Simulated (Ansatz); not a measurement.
A nudged elastic band was laid between two geometries of a periodic cell of 17 atoms, LiSi16 (host Si, host structure diamond, interstitial Li), cell charge +1.

Computed with DFT r2SCAN, scalar-relativistic, plane waves, PAW in Ansatz. Settings: cutoff 500 eV, k mesh 2x2x2, gaussian smearing 0.05 eV, no spin polarisation.

| Property | Result |
| --- | --- |
| movable images | 3 |
| climbing image | yes |
| spring | 2.0 eV/Å² |
| optimiser | quadratic models (default) |
| start path | IDPP |
| force threshold | 0.03 eV/Å |
| iteration limit | 23 |
| end points | relaxed |

Initial state:

```xyz
17
Lattice="0.0000 5.4300 5.4300 5.4300 0.0000 5.4300 5.4300 5.4300 0.0000" Properties=species:S:1:pos:R:3
Si -0.021 0.001 -0.003
Si 1.334 1.383 1.379
Si 2.716 2.737 -0.003
Si 4.082 4.064 1.363
Si 2.716 0.001 2.734
Si 4.082 1.367 4.061
Si 5.431 2.716 2.712
Si 6.780 4.064 4.061
Si 0.001 2.716 2.712
Si 1.334 4.048 4.044
Si 2.716 5.431 2.690
Si 4.099 6.814 4.044
Si 2.716 2.694 5.427
Si 4.099 4.048 6.810
Si 5.453 5.431 5.427
Si 6.780 6.797 6.793
Li 2.717 5.431 5.426
```

Final state:

Only the atoms that move by more than 0.05 Å are listed.
```
Li17 4.084 4.063 4.078
```

Task: Which bonds break or form, and what moves?

Result: Contacts lost: Si1–Li17, Si2–Li17, Si3–Li17, Si5–Li17. Contacts made: Si4–Li17, Si6–Li17, Si7–Li17, Si8–Li17. The atom that moves furthest is Li17, by 2.36 Å.

Task: Give the energies along the band, and the barrier.

Result: The forces met the threshold. The highest image is number 2 of 0 to 4, 0.63 eV above the ends, which have the same energy within 2 meV. The order of the stationary point at the top wasn't checked. Limits of this set-up: charged cell in a uniform background, uncorrected.

```
image  path coordinate (Å)  energy (eV)  Si1–Li17 (Å)  Si2–Li17 (Å)  Si3–Li17 (Å)
    0                 0.00         0.00          2.74          2.40          2.74
    1                 0.62         0.29          3.07          2.78          3.07
    2                 1.24         0.63          3.52          3.39          3.53
    3                 1.86         0.29          4.03          4.04          4.03
    4                 2.48         0.00          4.49          4.69          4.49
```

Task: What is the geometry of the highest image?

Result: 
```xyz
17
Lattice="0.0000 5.4300 5.4300 5.4300 0.0000 5.4300 5.4300 5.4300 0.0000" Properties=species:S:1:pos:R:3
Si -0.007 -0.028 -0.027
Si 1.440 1.277 1.278
Si 2.743 2.724 -0.026
Si 4.047 4.099 1.349
Si 2.743 -0.026 2.724
Si 4.049 1.347 4.098
Si 5.353 2.794 2.794
Si 6.799 4.098 4.098
Si 0.094 2.621 2.620
Si 1.293 4.021 4.021
Si 2.665 5.482 2.648
Si 4.124 6.853 4.022
Si 2.668 2.649 5.478
Si 4.123 4.023 6.853
Si 5.498 5.478 5.478
Si 6.695 6.881 6.878
Li 3.395 4.751 4.749
```

Run time: 4.4 min on 2 threads of Intel(R) Xeon(R) Platinum 8375C CPU @ 2.90GHz (Ice Lake), on a shared host, peak memory 2.7 GiB.
